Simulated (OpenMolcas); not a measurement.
## A ladder of methods for CH7BGe (SMILES C[BH][GeH3])

The species is CH7BGe (10 atoms), meant as a singlet with charge 0. As SMILES, `C[BH][GeH3]`. The coordinates come from a PBE0-D4/def2-TZVP relaxation.

| atom | x (Å) | y (Å) | z (Å) |
| --- | --- | --- | --- |
| C | -1.2113 | 0.8480 | -0.5797 |
| B | -0.0139 | -0.1230 | -0.7197 |
| Ge | 1.1113 | -0.7846 | 0.8816 |
| H | -1.9726 | 0.7485 | -1.3570 |
| H | -0.7473 | 1.8373 | -0.7496 |
| H | -1.6771 | 0.8987 | 0.4058 |
| H | 0.3260 | -0.4817 | -1.8130 |
| H | 0.9184 | -2.3074 | 1.0483 |
| H | 0.7292 | -0.1289 | 2.2240 |
| H | 2.6205 | -0.5583 | 0.6621 |

Each level gives the energy change with the C1–H4 bond stretched from 1.093 to 1.639 Å (eV). The values are calculated.

```tsv
level	kind	program	value (eV)	less CCSD(T)/def2-SVP	CPU time (all runs)
HF/def2-SVP (restricted)	Hartree–Fock	OpenMolcas	2.25	+0.30	22 s
SVWN5/def2-SVP (restricted)	LDA	OpenMolcas	1.84	-0.11	53 s
PBE/def2-SVP (restricted)	GGA	OpenMolcas	1.83	-0.12	68 s
M06-L/def2-SVP (restricted)	meta-GGA	OpenMolcas	2.01	+0.06	93 s
B3LYP/def2-SVP (restricted)	global hybrid	OpenMolcas	1.93	-0.02	66 s
B2PLYP/def2-SVP (restricted)	double hybrid	OpenMolcas	2.01	+0.06	53 s
MP2/def2-SVP (restricted)	perturbation theory	OpenMolcas	2.11	+0.16	19 s
CCSD(T)/def2-SVP (restricted)	coupled cluster or CI	OpenMolcas	1.95	0.00	2.8 min
```

CCSD(T)/def2-SVP (restricted) is the highest level here, not the true value. All-electron rows without a relativistic Hamiltonian named are non-relativistic. The first shape isn't each level's own minimum. The values span 1.83 to 2.25 eV. In the correlated wave-function rows the outer d shell of Ge is correlated, in sets not made for it. CPU times are rough (shared hosts, several kinds of processor and program).
